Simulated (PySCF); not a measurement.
C2H7ClSi.

```xyz
11

Si     0.5147     0.7915    -0.1763
Cl     1.2722    -1.0523     0.4531
C     -1.2360     0.5464    -0.8115
C     -2.2051    -0.0517     0.2161
H      0.5420     1.7102     0.9955
H      1.4094     1.3144    -1.2446
H     -1.5923     1.5331    -1.1618
H     -1.1779    -0.0924    -1.7102
H     -2.3063     0.5981     1.1007
H     -3.2112    -0.1904    -0.2105
H     -1.8505    -1.0332     0.5674
```

Geometry optimised at B3LYP-D3(BJ)/def2-SVP. The values are those of a single conformer.

All values below come from PBE/pcSseg-1 in PySCF. Non-relativistic, no solvent.

Q: Give the absolute GIAO shielding of each atom: isotropic value and principal components (ppm). (Estimate from the structure and the level; the computed values follow.)

A: 
```json
[
 {"atom": "Si1", "σ(iso)": "331.7", "σ11": "269.4", "σ22": "337.9", "σ33": "387.8", "span": "118.4"},
 {"atom": "Cl2", "σ(iso)": "989.7", "σ11": "930.3", "σ22": "1014.6", "σ33": "1024.2", "span": "93.9"},
 {"atom": "C3", "σ(iso)": "166.8", "σ11": "158.7", "σ22": "168.2", "σ33": "173.4", "span": "14.6"},
 {"atom": "C4", "σ(iso)": "170.6", "σ11": "161.1", "σ22": "168.5", "σ33": "182.2", "span": "21.1"},
 {"atom": "H5", "σ(iso)": "26.1", "σ11": "22.2", "σ22": "24.6", "σ33": "31.4", "span": "9.2"},
 {"atom": "H6", "σ(iso)": "25.9", "σ11": "21.9", "σ22": "24.5", "σ33": "31.4", "span": "9.5"},
 {"atom": "H7", "σ(iso)": "30.5", "σ11": "25.8", "σ22": "28.6", "σ33": "37.1", "span": "11.3"},
 {"atom": "H8", "σ(iso)": "30.1", "σ11": "26.3", "σ22": "28.3", "σ33": "35.8", "span": "9.5"},
 {"atom": "H9", "σ(iso)": "30.3", "σ11": "26.3", "σ22": "28.1", "σ33": "36.6", "span": "10.3"},
 {"atom": "H10", "σ(iso)": "29.9", "σ11": "25.0", "σ22": "27.4", "σ33": "37.2", "span": "12.2"},
 {"atom": "H11", "σ(iso)": "29.8", "σ11": "24.7", "σ22": "30.2", "σ33": "34.6", "span": "9.9"}
]
```
